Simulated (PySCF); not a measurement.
## How the method moves the HOMO and LUMO of `CC(C)C1CCCC1`

Species: C8H16.
Geometry (PBE0-D3(BJ)/def2-SVP, Å), atoms numbered from 1 in this order:
```xyz
24
C8H16 angstrom
C     -2.1532    0.4152    1.3062
C     -1.4096   -0.2352    0.1440
C     -2.2412   -0.1565   -1.1320
C     -0.0173    0.3751   -0.0391
C      0.7885   -0.1765   -1.2223
C      2.2276    0.1870   -0.8789
C      2.3177   -0.1367    0.6129
C      0.9226    0.1956    1.1799
H     -2.3329    1.4843    1.1030
H     -3.1330   -0.0602    1.4688
H     -1.5883    0.3461    2.2477
H     -1.2613   -1.3051    0.3890
H     -2.3566    0.8904   -1.4600
H     -3.2509   -0.5657   -0.9721
H     -1.7830   -0.7170   -1.9599
H     -0.1551    1.4594   -0.2124
H      0.6805   -1.2760   -1.2655
H      0.4573    0.2209   -2.1932
H      2.3840    1.2669   -1.0451
H      2.9755   -0.3455   -1.4861
H      2.5289   -1.2110    0.7390
H      3.1290    0.4040    1.1228
H      0.9420    1.1041    1.8003
H      0.5619   -0.6148    1.8338
```

Basis pcSseg-1 throughout (PySCF), one geometry. The structure is a single PBE0-D3(BJ)/def2-SVP conformer in the gas phase; no vibrational or solvent corrections.

Q: How do the orbital energies, the gap and the dipole change with the method?

A: 
| method | kind | HOMO (eV) | LUMO (eV) | gap (eV) | μ (D) | SCF cycles |
| --- | --- | --- | --- | --- | --- | --- |
| OPBE | GGA | -7.08 | 0.85 | 7.93 | 0.06 | 14 |
| PBE | GGA | -7.14 | 0.54 | 7.68 | 0.06 | 13 |
| B97-D | GGA | -7.18 | 0.70 | 7.88 | 0.06 | 14 |
| KT2 | GGA | -7.26 | 0.44 | 7.70 | 0.07 | 14 |
| KT3 | GGA | -7.32 | 0.45 | 7.77 | 0.06 | 14 |
| B97-2 | global hybrid | -8.26 | 1.41 | 9.68 | 0.06 | 12 |
| PBE0 | global hybrid | -8.49 | 1.38 | 9.88 | 0.06 | 12 |
| CAM-B3LYP | range-separated hybrid | -9.92 | 2.24 | 12.16 | 0.06 | 12 |
| HF | Hartree–Fock | -11.84 | 4.27 | 16.11 | 0.07 | 9 |

The HOMO spans 4.76 eV, from OPBE down to HF, and the gap runs from 7.68 eV (PBE) to 16.11 eV (HF). Over the methods OPBE (0 %), PBE (0 %), B97-D (0 %), KT2 (0 %), KT3 (0 %), B97-2 (21 %), PBE0 (25 %), HF (100 %), a straight line through the gap against the share of exact exchange rises by 0.83 eV for each 10 % (correlation coefficient 0.999). The dipole ranges from 0.06 D (OPBE) to 0.07 D (HF). This basis has no diffuse functions.

The vertical ΔSCF ionisation energy at B3LYP/def2-SVPD is 10.26 eV; −ε(HOMO) comes closest to it with CAM-B3LYP (9.92 eV).
